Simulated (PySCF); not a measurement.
A PySCF script (with the pyscf-properties extension) for the NMR shieldings of SMILES [SiH2](OCCO)S[SiH3], C2H10O2SSi2, on a GFN2-xTB geometry:

```python
import basis_set_exchange as bse
import numpy as np
from pyscf import gto, dft
from pyscf.prop import nmr

atoms = """
O    -2.351932   -0.613419    0.709615
C    -2.129015    0.672368    0.183638
C    -1.058835    0.519823   -0.887127
O     0.138492    0.071072   -0.343794
Si    0.275240   -1.059313    0.814823
S     2.397725   -1.334292    0.839394
Si    3.126941    0.156224   -0.517604
H    -2.872575   -0.558243    1.517440
H    -1.762636    1.354776    0.959679
H    -3.046196    1.082000   -0.258245
H    -0.869653    1.480704   -1.373526
H    -1.410122   -0.203916   -1.630564
H    -0.312581   -2.344578    0.483981
H    -0.065865   -0.559950    2.143555
H     2.624356   -0.093087   -1.862723
H     4.565643   -0.040732   -0.442153
H     2.744015    1.482592   -0.047374
"""
names = dict.fromkeys(["O", "C", "Si", "S", "H"], "pcSseg-1")
basis = {el: gto.basis.parse(bse.get_basis(n, elements=[el], fmt="nwchem")) for el, n in names.items()}
mol = gto.M(atom=atoms, basis=basis, charge=0, verbose=0)
mf = dft.RKS(mol, xc="PBE0")
mf.grids.level = 2
mf.grids.alignment = dft.numint.BLKSIZE   # the property module wants whole blocks of grid points
mf.conv_tol = 1e-9
mf.kernel()

calc = nmr.RKS(mf)   # GIAO
C = mf.mo_coeff
Co = C[:, mf.mo_occ > 0]
resp = mf.gen_response(singlet=True, hermi=2)
def vind(x):   # induced exchange potential for any number of trial vectors
    d = np.einsum("pi,xij,qj->xpq", C, 2 * x.reshape(-1, C.shape[1], Co.shape[1]), Co, optimize=True)
    return np.einsum("xpq,pi,qj->xij", resp(d - d.transpose(0, 2, 1)), C, Co, optimize=True).ravel()
mo1, _ = nmr.rhf.solve_mo1(calc, with_cphf=vind)
sigma = calc.kernel(mo1)
for i, s in enumerate(sigma):   # ppm
    w = np.linalg.eigvalsh((s + s.T) / 2)
    print("%2d %-2s iso %8.1f  s11 %8.1f  s22 %8.1f  s33 %8.1f" % (i, mol.atom_pure_symbol(i), w.mean(), *w))
```

**Question.** What are the results?

**Answer.** 
```
 0 O  iso    300.8  s11    252.7  s22    274.4  s33    375.5
 1 C  iso    119.7  s11     98.6  s22    111.4  s33    149.1
 2 C  iso    119.0  s11     95.2  s22    108.2  s33    153.6
 3 O  iso    311.2  s11    261.7  s22    319.0  s33    353.1
 4 Si iso    373.6  s11    346.0  s22    359.4  s33    415.5
 5 S  iso    808.1  s11    672.6  s22    832.3  s33    919.5
 6 Si iso    410.8  s11    374.3  s22    406.3  s33    451.9
 7 H  iso     30.8  s11     21.4  s22     26.4  s33     44.5
 8 H  iso     27.5  s11     24.0  s22     26.2  s33     32.3
 9 H  iso     27.6  s11     22.6  s22     26.7  s33     33.5
10 H  iso     27.7  s11     22.5  s22     27.3  s33     33.3
11 H  iso     27.4  s11     22.4  s22     26.1  s33     33.7
12 H  iso     26.2  s11     21.0  s22     26.4  s33     31.0
13 H  iso     26.1  s11     20.5  s22     26.6  s33     31.1
14 H  iso     27.1  s11     23.3  s22     25.5  s33     32.5
15 H  iso     27.2  s11     23.3  s22     25.0  s33     33.4
16 H  iso     27.1  s11     23.4  s22     25.4  s33     32.6
```

These numbers come from an equivalent density-fitted implementation of the same equations, which agrees with the script to about 0.01 ppm for H and up to a few tenths of a ppm for heavy atoms, so last digits may differ.

**Question.** Turn these shieldings into chemical shifts. Shifts are taken against calculated references (same method and geometry level): H2O for ¹⁷O (σ = 336.08 ppm); TMS for ¹³C (σ = 186.93 ppm) and ²⁹Si (σ = 349.16 ppm) and ¹H (σ = 31.72 ppm); CS2 for ³³S (σ = 503.73 ppm).

**Answer.** Averaging equivalent atoms: O 0: 35.2; O 3: 24.8; C 2: 67.9; C 1: 67.2; Si 4: -24.5; Si 6: -61.7; S 5: -304; H 12/13: 5.61; H 14/15/16: 4.57; H 10/11: 4.16; H 8/9: 4.13; H 7: 0.95 ppm. Experimental scales use liquid or dissolved standards, which lie at an offset from isolated H2O (liquid H2O: subtract about 36 ppm).

Size and cost of the density-fitted run: 190 basis functions, 83 s wall time on 1 thread of an Intel Xeon, shared host; peak memory 0.84 GiB.
